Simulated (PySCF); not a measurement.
# Magnetisability: SMILES [H]/N=C\C1=COCO1, C$_{4}$H$_{5}$NO$_{2}$

Geometry:
```tsv
atom	x (Å)	y (Å)	z (Å)
N1	-2.777	0.301	-0.024
C2	-1.760	-0.305	-0.415
C3	-0.311	-0.084	-0.143
C4	0.357	0.878	0.489
O5	1.687	0.709	0.494
C6	1.876	-0.593	-0.050
O7	0.570	-1.010	-0.475
H8	-2.583	1.115	0.572
H9	-1.826	-1.121	-1.224
H10	-0.072	1.717	1.025
H11	2.246	-1.223	0.724
H12	2.583	-0.526	-0.866
```

Computed, not measured: GIAO PBE0/pcSseg-1 magnetisability, rotational g tensor and spin-rotation constants, non-relativistic, gas phase in PySCF 2.14.0. Geometry: GFN2-xTB, normal-mode sample at 300 K.

How diamagnetic is it, and how anisotropic?

Isotropic -759 × 10⁻³⁰ J/T², or -45.7 × 10⁻⁶ cm³/mol; principal values -876, -765, -637 × 10⁻³⁰ J/T², anisotropy 207 × 10⁻³⁰ J/T² (root of half the summed squared differences of the principal values). The susceptibility is in cgs units.

Split it along the inertial axes a, b, c into diamagnetic and paramagnetic parts about the centre of mass, with the quadrupole moment.


| axis | χ (10⁻⁶ cm³/mol) | diamagnetic (10⁻⁶ cm³/mol) | paramagnetic (10⁻⁶ cm³/mol) | summed x² of all electrons (Å²) | quadrupole Θ (D Å) |
| --- | --- | --- | --- | --- | --- |
| a | -44.4 | -226.2 | 181.8 | 153.0 | -7.04 |
| b | -40.6 | -693.5 | 652.9 | 42.8 | +5.79 |
| c | -52.2 | -830.6 | 778.3 | 10.5 | +1.26 |

Anisotropies 2χaa − χbb − χcc = +4.0 and 2χbb − χaa − χcc = +15.5 × 10⁻⁶ cm³/mol. Θ is traceless in Buckingham's convention.

And the rotational g tensor?


```tsv
axis	rotational constant (GHz)	g	nuclear part	electronic part
a	8.0878	-0.0977	0.5929	-0.6906
b	1.8946	-0.0330	0.5481	-0.5811
c	1.5546	-0.0167	0.5518	-0.5685
```
Asymmetric top; isotopes 12C, 1H, 14N, 16O; no vibrational averaging.
